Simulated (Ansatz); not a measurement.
A run for Ansatz (an electronic-structure program): U-r2SCAN/cc-pVTZ on GeH4Se (SMILES [GeH3][SeH]), a point of a bond scan (R = 1.844 Å).

Ansatz 0.2 input:
```yaml
crystal:
  periodic: [false, false, false]
  atoms:
    - {symbol: Ge, position_ang: [-1.09101478, 0.39859550, 0.13875590]}
    - {symbol: Se, position_ang: [1.11269607, -0.44681414, -0.15691432]}
    - {symbol: H, position_ang: [-1.35406679, 1.89202281, -0.91084276]}
    - {symbol: H, position_ang: [-2.01228532, -0.74391991, -0.30936001]}
    - {symbol: H, position_ang: [-1.33949231, 0.74448071, 1.61542516]}
    - {symbol: H, position_ang: [1.74280898, 0.79294562, 0.32474253]}
basis:
  gaussian:
    orbitals: cc-pVTZ
hamiltonian:
  xc: {name: r2SCAN}
magnetization: {spin_polarized: true, initial_magnetization: 0}
```

Program output:

```
WARN ansatz: RAYON_NUM_THREADS=1 ignored (pool sized by the plan → 1); use --threads N
Functional definition: r2SCAN
integrals: 0.07 GiB planned
977 factors; their error is unknown
mean field: 0.62 GiB planned
mean field evaluation 1: about -121934.0704 eV, gradient 1.3e1 eV
mean field evaluation 2: about -121934.3867 eV, gradient 1.0e1 eV
mean field evaluation 4: about -121934.6277 eV, gradient 6.5e-1 eV
mean field evaluation 8: about -121934.6167 eV, gradient 2.0e-2 eV
mean field -121934.61666214 eV, -4481.0145120819 hartree, gradient 2.2e-5 eV, S^2 0.000000; 0 other end points of the search recorded, 0 dependent functions left out
reference -121934.61667567 eV, -4481.0145125792 hartree; 35, 35 occupied and 107, 107 virtual orbitals, 977 factors
Total energy: -121934.61667567 eV, -4481.0145125792 hartree
```

The run converged.

Cost: about 8 core-seconds (a rough figure).
